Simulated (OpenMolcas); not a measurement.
Tc4+ (d3) on a cation site of an ionic host was computed by SS-CASPT2, IPEA 0.25 Eh, imaginary shift 0.1 Eh with the d shell active (OpenMolcas, ANO-RCC-VDZP on the metal). Its lowest spin-free states, and all those of the highest spin:

```json
{"2S+1": "4", "Degeneracy": "1", "E (cm-1)": "0"}
{"2S+1": "2", "Degeneracy": "2", "E (cm-1)": "9430"}
{"2S+1": "2", "Degeneracy": "3", "E (cm-1)": "9520"}
{"2S+1": "2", "Degeneracy": "3", "E (cm-1)": "15790"}
{"2S+1": "4", "Degeneracy": "3", "E (cm-1)": "28430"}
{"2S+1": "4", "Degeneracy": "3", "E (cm-1)": "33330"}
{"2S+1": "2", "Degeneracy": "1", "E (cm-1)": "33980"}
{"2S+1": "2", "Degeneracy": "3", "E (cm-1)": "34910"}
{"2S+1": "2", "Degeneracy": "3", "E (cm-1)": "36240"}
{"2S+1": "2", "Degeneracy": "2", "E (cm-1)": "37110"}
{"2S+1": "2", "Degeneracy": "3", "E (cm-1)": "38620"}
{"2S+1": "2", "Degeneracy": "3", "E (cm-1)": "42160"}
{"2S+1": "4", "Degeneracy": "3", "E (cm-1)": "58890"}
```

Question: Is the site octahedral, tetrahedral or cube-like, axial, or of lower symmetry?

Answer: The states with 2S+1 = 4 have orbital degeneracies 1, 3, 3, 3. Threefold states need a cubic site. For d3 at this spin an octahedron puts the single A2 below the threefold T2 and a tetrahedron or cube puts the threefold T1 below the threefold T2, so the site is octahedral. The first gap at this spin, 28400 cm-1, is |10Dq| in ligand-field theory. The run had Tc4+ with its 6 nearest chloride ions at 2.419 Å, on the Zr site of Cs2ZrCl6 (a = 10.407 Å, distance in the model lattice 2.446 Å). The rest of the host is ab initio model potentials to 7.6 Å and point charges beyond; the distance is set by hand and nothing relaxes. Ligand basis ANO-RCC-VDZP.

Roots that are degenerate in the reference are averaged as groups; the widest CASPT2 spread within a group is 1000 cm-1 (the 3-fold group of multiplicity 2 near 63000 cm-1 above the lowest state of its run). Shifts and gaps below about the spread of the groups concerned are not significant. Over all roots computed the reference weight is 0.63 to 0.65; a low but even weight reflects the number of correlated electrons. The least metal-like active orbital is 67 % on the metal (Löwdin) and no ligand orbital is active, so the numbers are rough. Ligand-to-metal charge-transfer states are missing. With no ligand orbital active B as a rule stays too high, so bands that hang on it stand too high and its fall with covalency is understated. With one d shell and no ligand orbital active, 10Dq can be off by a tenth or more. No measured value stands beside these numbers; the geometry was set by hand and not optimised.
